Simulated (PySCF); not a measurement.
Delta-SCF ions had no search for a lower state. Excitations are Tamm–Dancoff values on a coarser integration grid. The basis has no diffuse functions, so Rydberg states are missing or too high.

## C3H3F, SMILES `C#CCF` (charge 0, multiplicity 1)

All values below come from PySCF with PBE-D3(BJ)/def2-TZVP // PBE0-D3(BJ)/def2-TZVP.

```yaml
HOMO: -6.92 eV
dipole_moment: 1.61 D
LUMO: -1.00 eV
HOMO–LUMO gap: 5.92 eV
S1 excitation (TDA): 6.01 eV
S1 oscillator strength: 0.000
T1 excitation (TDA): 5.28 eV
S1–T1 gap (TDA): 0.73 eV
vertical ionisation energy (Delta-SCF): 10.47 eV
total_energy: -215.7218 Ha
cost: about 23 core-seconds (a rough figure)
```

```xyz
7

C      1.6676    -0.3928     0.0720
C      0.4999    -0.1310    -0.0014
C     -0.9185     0.1629    -0.0937
F     -1.1644     1.5118     0.0606
H      2.7055    -0.6201     0.1380
H     -1.3063    -0.1427    -1.0703
H     -1.4684    -0.3731     0.6859
```
